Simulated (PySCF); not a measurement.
Electron correlation in Ca (calcium, neutral)

[Ar] 4p2, high-spin 3P determinant (an excited configuration). Computed with PySCF 2.14 in def2-QZVPPD, with the non-relativistic Hamiltonian (point nucleus). Frozen: [Ne]; 10 electrons correlated.

| level | correlation energy (mhartree) |
| --- | --- |
| CCSD | -240.83 |
| (T) | -8.80 |
| CCSD(T) | -249.63 |

Diagnostics: T1 = 0.017, D1 = 0.0536, largest double amplitude 0.258.

A double-excitation amplitude exceeds 0.15, a sign of near-degeneracy.

Cost of the coupled-cluster step: of the order of 16 core-seconds, for 10 correlated electrons.

This basis was not built for core-valence correlation, so the inner-shell part is incomplete.
